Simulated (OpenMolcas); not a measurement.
4d ions of charge +3 along the row

```
Program             : OpenMolcas
Method              : CASSCF
Basis               : ANO-R2
Scalar Hamiltonian  : X2C, finite nucleus
Spin-orbit coupling : state interaction with AMFI integrals over the reference wave functions, term energies averaged over their components
```

Active space: the 4d shell.

B and C come from two terms' centres of gravity (d2, d8: 3P = 15B, 1G = 12B + 2C; d3, d7: 4P = 15B, 2G = 4B + 3C; d4, d6: 3G = 9B + 4C, 3H = 4B + 4C; d5: 4D = 17B + 5C, 4G = 10B + 5C, above the ground term), where all their levels are at least 80 % pure. ζ = ±2S·A comes from the whole width of the ground multiplet by E(J) = (A/2) J(J+1), where its levels are at least 85 % pure. Energies in cm-1.

```tsv
Ion	Configuration	Lowest level	Weight (%)	B	B measured	C	C measured	ζ	ζ measured
Nb3+	4d2	3F2	99	777		2957		652	
Mo3+	4d3	4F 3/2	99	802	619	3231	2606	816	818
Tc3+	4d4	5D0	99					1020	
Ru3+	4d5	6S 5/2	99						
Rh3+	4d6	5D4	99					1328	
Pd3+	4d7	4F 9/2	98					1600	
Ag3+	4d8	3F4	99					1704	1666
```

Measured columns use the levels in Sugar and Musgrove, J. Phys. Chem. Ref. Data 17, 155 (1988) (Mo3+); the list in Gamrath, thesis, University of Mons (2023) (Ag3+).

The computed ζ goes from 652 (Nb3+) to 1704 cm-1 (Ag3+), a factor of 2.61, rising at every step. It departs from the measured column by 0 to +2 %.

Without dynamic correlation excited terms often stand tens of per cent too high (terms of higher spin than the ground term too low), and those without a measured partner can miss by more than the paired ones. Computed and measured levels are paired by configuration, term and J; levels that our copy of the source lacks, or whose pairing is in doubt (as where it misses far off the trend of its configuration), stay unpaired and out of the deviations. Only configurations of the active space appear.
